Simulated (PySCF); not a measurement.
Working out the excitation energy of Mg

Mg [Ne] 3s2 (1S) → Mg [Ne] 3s1 3p1 (3P). All numbers are calculated (PySCF 2.14, the spin-free X2C one-electron Hamiltonian (Gaussian nucleus), in x2c-TZVPPall (5s4p3d, 32 functions)). Frozen: 1s2. Energies in hartree (1 hartree = 27.21139 eV):

```csv
part,Mg (lower),Mg (upper)
UHF,-199.912927,-199.845638
MP2 opposite-spin,-0.139817,-0.116175
MP2 same-spin,-0.047418,-0.047431
```

Question: What does Hartree-Fock give?

Answer: (-199.845638) − (-199.912927) = 0.067289 hartree = 1.831 eV.

Question: What do MP2 and SCS-MP2 (6/5 opposite-spin, 1/3 same-spin) give?

Answer: The opposite-spin parts differ by 0.643 eV and the same-spin parts by 0.000 eV. MP2: 1.831 + (0.643) + (0.000) = 2.474 eV. SCS-MP2: 1.831 + 1.2 × (0.643) + (0.000)/3 = 2.603 eV.

Measured between the centres of the two terms (NIST): 2.714 eV, so MP2 (valence and next inner shell) is off by -0.240 eV.

What remains against the reference includes basis incompleteness, the frozen core and correlation beyond second order.
